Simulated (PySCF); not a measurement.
How methods differ on the excitation energy of Mn+

Mn+ [Ar] 3d5 4s1 (7S) → Mn+ [Ar] 3d4 4s2 (5D), as a difference of total energies. All numbers are calculated (PySCF 2.14, the spin-free X2C one-electron Hamiltonian (Gaussian nucleus), in x2c-TZVPPall). Correlated levels: valence and next inner shell: [Ne] frozen. The calculations carry no spin-orbit coupling.

```json
{"method": "UHF", "excitation energy (eV)": "7.112"}
{"method": "MP2 (valence and next inner shell)", "excitation energy (eV)": "7.249"}
{"method": "SCS-MP2 (valence and next inner shell)", "excitation energy (eV)": "6.585"}
{"method": "CCSD (valence and next inner shell)", "excitation energy (eV)": "6.865"}
{"method": "CCSD(T) (valence and next inner shell)", "excitation energy (eV)": "6.717"}
```

**Question.** How much does correlation contribute at CCSD(T) (valence and next inner shell)?

**Answer.** 6.717 − (7.112) = -0.395 eV, measured against UHF.

A first-order spin-orbit estimate (lowest level to lowest level, LS coupling) adds -0.067 eV.

The coupled-cluster amplitudes are large for the upper state (T1 above 0.03 or a double amplitude above 0.15), so a single reference is strained.
